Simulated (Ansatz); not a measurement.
Steps of a relaxation of C2H8GeSi, SMILES `[SiH3]/C=[CH]\[GeH3]` with RKS PBE0-D4/def2-TZVP.

```sh
$ ansatz run in.yaml --threads 4 --pin off --events-out ev --progress --plain --max-ram 10444MiB
```

```yaml
crystal:
  periodic: [false, false, false]
  atoms:
    - {symbol: Si, position_ang: [-1.431180, 1.191701, 0.078495]}
    - {symbol: C, position_ang: [-0.367401, 0.140729, 1.233428]}
    - {symbol: C, position_ang: [0.649257, -0.670785, 0.856201]}
    - {symbol: Ge, position_ang: [1.264062, -0.949444, -0.988048]}
    - {symbol: H, position_ang: [-0.584010, 2.173898, -0.688563]}
    - {symbol: H, position_ang: [-2.449297, 1.951156, 0.883031]}
    - {symbol: H, position_ang: [-2.148767, 0.327170, -0.925892]}
    - {symbol: H, position_ang: [-0.602871, 0.200340, 2.314983]}
    - {symbol: H, position_ang: [1.196660, -1.236029, 1.635190]}
    - {symbol: H, position_ang: [1.740251, 0.390971, -1.609958]}
    - {symbol: H, position_ang: [0.111504, -1.506341, -1.866065]}
    - {symbol: H, position_ang: [2.439892, -1.958464, -0.983501]}
basis:
  gaussian: {orbitals: def2-TZVP}
hamiltonian: {xc: pbe0, dispersion: d4}
relax: {f_tol: 0.005, max_steps: 150}
```

Positions (Å) and forces (eV/Å) along the path, 12 of 36 steps:

```xyz
12
step=1 energy=-66586.9904 eV
Si   -1.431    1.192    0.078    0.020   -0.017   -0.038
C    -0.367    0.141    1.233    0.496   -0.419    0.034
C     0.649   -0.671    0.856   -0.459    0.330    0.445
Ge    1.264   -0.949   -0.988   -0.029    0.031   -0.017
H    -0.584    2.174   -0.689   -0.173   -0.218    0.180
H    -2.449    1.951    0.883    0.225   -0.171   -0.154
H    -2.149    0.327   -0.926    0.160    0.179    0.231
H    -0.603    0.200    2.315    0.133   -0.045   -0.553
H     1.197   -1.236    1.635   -0.306    0.311   -0.381
H     1.740    0.391   -1.610   -0.067   -0.205    0.103
H     0.112   -1.506   -1.866    0.174    0.077    0.139
H     2.440   -1.958   -0.984   -0.175    0.147    0.010
12
step=2 energy=-66587.0294 eV
Si   -1.418    1.182    0.073    0.027   -0.031    0.058
C    -0.363    0.139    1.224    0.052   -0.060    0.013
C     0.642   -0.663    0.851   -0.074    0.054    0.114
Ge    1.250   -0.938   -0.984    0.007   -0.008    0.042
H    -0.575    2.154   -0.681   -0.046   -0.052    0.035
H    -2.424    1.931    0.877    0.044   -0.031   -0.048
H    -2.129    0.321   -0.917    0.038    0.048    0.048
H    -0.597    0.195    2.293    0.034    0.000   -0.155
H     1.181   -1.219    1.624   -0.077    0.076   -0.118
H     1.727    0.391   -1.597   -0.011   -0.024    0.006
H     0.108   -1.496   -1.852    0.019    0.014    0.012
H     2.416   -1.940   -0.973   -0.014    0.013   -0.008
12
step=4 energy=-66587.0315 eV
Si   -1.419    1.180    0.078    0.014   -0.016    0.005
C    -0.365    0.138    1.221    0.002    0.046   -0.012
C     0.638   -0.660    0.849   -0.004   -0.023   -0.007
Ge    1.253   -0.940   -0.981   -0.012    0.003   -0.004
H    -0.579    2.148   -0.677    0.005    0.007   -0.002
H    -2.423    1.930    0.876    0.000    0.000    0.006
H    -2.127    0.324   -0.911   -0.007   -0.006   -0.003
H    -0.592    0.199    2.287   -0.013   -0.018    0.007
H     1.174   -1.217    1.617    0.014    0.006    0.009
H     1.728    0.387   -1.597    0.006    0.006   -0.001
H     0.112   -1.493   -1.850   -0.004   -0.006   -0.006
H     2.418   -1.941   -0.974   -0.001    0.000    0.008
12
step=8 energy=-66587.0317 eV
Si   -1.422    1.178    0.079   -0.005    0.006   -0.004
C    -0.365    0.139    1.220    0.001   -0.019    0.009
C     0.639   -0.658    0.847    0.003    0.010    0.001
Ge    1.256   -0.937   -0.983    0.004    0.000    0.000
H    -0.583    2.139   -0.687   -0.002   -0.004   -0.001
H    -2.417    1.936    0.882    0.001    0.000   -0.002
H    -2.144    0.320   -0.900    0.001    0.002    0.002
H    -0.597    0.192    2.285    0.001    0.007   -0.004
H     1.178   -1.211    1.616   -0.004   -0.002   -0.003
H     1.749    0.386   -1.594   -0.001   -0.003    0.001
H     0.115   -1.481   -1.859    0.001    0.003    0.002
H     2.411   -1.949   -0.967    0.000   -0.001   -0.003
12
step=16 energy=-66587.0489 eV
Si   -1.481    1.104    0.069   -0.037    0.041   -0.060
C    -0.391    0.107    1.216    0.012   -0.001   -0.012
C     0.666   -0.623    0.853   -0.019    0.004    0.000
Ge    1.315   -0.861   -0.971    0.020   -0.014   -0.079
H    -0.648    1.857   -0.915   -0.048   -0.060    0.047
H    -2.282    2.071    0.872    0.047   -0.047   -0.046
H    -2.416    0.224   -0.692    0.041    0.046    0.055
H    -0.644    0.137    2.277   -0.007   -0.011    0.002
H     1.221   -1.156    1.625    0.011    0.007    0.001
H     2.059    0.394   -1.468   -0.017   -0.040    0.036
H     0.137   -1.140   -1.925    0.033    0.031    0.045
H     2.282   -2.059   -1.002   -0.038    0.043    0.011
12
step=20 energy=-66587.0663 eV
Si   -1.533    1.061    0.068   -0.061    0.027   -0.007
C    -0.439    0.051    1.194   -0.020   -0.006   -0.010
C     0.655   -0.624    0.835    0.032    0.016   -0.005
Ge    1.385   -0.790   -0.966   -0.012    0.003    0.000
H    -0.781    1.490   -1.144   -0.021   -0.021    0.039
H    -2.004    2.271    0.800    0.021   -0.054   -0.033
H    -2.731    0.280   -0.360    0.057    0.042    0.025
H    -0.723    0.023    2.249    0.004    0.013   -0.020
H     1.213   -1.156    1.605   -0.012   -0.020    0.017
H     2.220    0.444   -1.343    0.016    0.016    0.001
H     0.264   -0.963   -2.001   -0.020   -0.007   -0.010
H     2.292   -2.031   -0.999    0.015   -0.008    0.005
12
step=25 energy=-66587.0706 eV
Si   -1.538    1.074    0.074   -0.022    0.011   -0.008
C    -0.473    0.008    1.172   -0.008    0.020    0.034
C     0.625   -0.663    0.818   -0.001    0.000   -0.004
Ge    1.416   -0.767   -0.963    0.033   -0.005   -0.031
H    -0.870    1.313   -1.233   -0.002   -0.003    0.023
H    -1.785    2.381    0.743    0.007   -0.024   -0.015
H    -2.856    0.425   -0.167    0.016    0.012    0.006
H    -0.781   -0.054    2.219   -0.003   -0.002   -0.023
H     1.150   -1.232    1.584    0.005   -0.011    0.015
H     2.141    0.542   -1.324   -0.015   -0.027    0.004
H     0.346   -1.056   -2.027    0.013   -0.004   -0.001
H     2.441   -1.916   -0.954   -0.022    0.033   -0.001
12
step=30 energy=-66587.0732 eV
Si   -1.516    1.100    0.084   -0.005    0.002    0.004
C    -0.499   -0.023    1.169    0.002   -0.001   -0.019
C     0.585   -0.711    0.804    0.013   -0.013    0.010
Ge    1.420   -0.754   -0.962   -0.001    0.002   -0.002
H    -0.896    1.210   -1.262   -0.008    0.001    0.006
H    -1.604    2.455    0.695    0.002   -0.012   -0.007
H    -2.899    0.569   -0.055    0.012    0.007    0.001
H    -0.832   -0.122    2.205    0.001    0.001    0.004
H     1.078   -1.330    1.555   -0.008    0.011   -0.017
H     1.954    0.633   -1.361   -0.007   -0.021    0.004
H     0.427   -1.232   -2.036    0.022    0.007    0.020
H     2.600   -1.741   -0.896   -0.023    0.016   -0.002
12
step=32 energy=-66587.0734 eV
Si   -1.513    1.103    0.085   -0.004    0.003   -0.001
C    -0.504   -0.030    1.166    0.003    0.002   -0.004
C     0.580   -0.719    0.801   -0.003   -0.001    0.006
Ge    1.422   -0.751   -0.960    0.005    0.000    0.000
H    -0.912    1.191   -1.271   -0.002   -0.001    0.004
H    -1.569    2.464    0.684    0.001   -0.004   -0.002
H    -2.908    0.596   -0.032    0.004    0.001    0.003
H    -0.839   -0.133    2.200   -0.004   -0.001    0.000
H     1.067   -1.345    1.549    0.001    0.001    0.001
H     1.927    0.644   -1.363    0.002    0.001    0.000
H     0.446   -1.255   -2.035   -0.001   -0.002   -0.004
H     2.621   -1.711   -0.885   -0.001    0.001   -0.002
12
step=34 energy=-66587.0735 eV
Si   -1.513    1.106    0.086   -0.004    0.006   -0.003
C    -0.509   -0.037    1.162    0.001   -0.002    0.005
C     0.574   -0.727    0.798   -0.009    0.002   -0.004
Ge    1.427   -0.746   -0.959    0.002   -0.003   -0.003
H    -0.937    1.164   -1.283   -0.002   -0.001    0.005
H    -1.528    2.475    0.668    0.000   -0.005   -0.003
H    -2.920    0.628    0.004    0.007    0.002    0.001
H    -0.851   -0.147    2.193   -0.001    0.000   -0.003
H     1.055   -1.360    1.544    0.004    0.000    0.004
H     1.907    0.658   -1.362    0.000   -0.001    0.000
H     0.468   -1.274   -2.038    0.001    0.003    0.001
H     2.644   -1.683   -0.874    0.001    0.001   -0.001
12
step=35 energy=-66587.0735 eV
Si   -1.513    1.105    0.086   -0.006    0.003   -0.005
C    -0.510   -0.038    1.161   -0.002   -0.002    0.003
C     0.573   -0.728    0.798    0.005    0.008    0.000
Ge    1.428   -0.746   -0.958    0.000   -0.002   -0.004
H    -0.941    1.160   -1.284   -0.001   -0.001    0.004
H    -1.524    2.476    0.665    0.001   -0.006   -0.001
H    -2.921    0.630    0.008    0.005    0.002    0.001
H    -0.852   -0.148    2.193    0.001    0.001   -0.001
H     1.056   -1.359    1.545   -0.002   -0.004   -0.001
H     1.908    0.658   -1.360    0.000   -0.001    0.002
H     0.469   -1.271   -2.040    0.001    0.001    0.002
H     2.645   -1.683   -0.875   -0.002    0.001    0.000
12
step=36 energy=-66587.0735 eV
Si   -1.514    1.105    0.086   -0.002    0.001   -0.001
C    -0.510   -0.037    1.162    0.000    0.000    0.001
C     0.574   -0.727    0.798    0.002   -0.001    0.000
Ge    1.428   -0.746   -0.958    0.000    0.001   -0.002
H    -0.939    1.161   -1.284   -0.001    0.000    0.002
H    -1.528    2.474    0.666    0.000   -0.002   -0.001
H    -2.920    0.627    0.006    0.002    0.001    0.000
H    -0.851   -0.147    2.194    0.000    0.000   -0.001
H     1.057   -1.358    1.545    0.000    0.001    0.000
H     1.912    0.657   -1.359    0.000    0.000    0.001
H     0.467   -1.267   -2.039    0.000    0.000    0.001
H     2.642   -1.687   -0.877   -0.002    0.000    0.001
```

Hardware: 4 threads of an Arm Neoverse V2 on a shared host. Wall time 100 s, peak host memory 0.61 GiB.
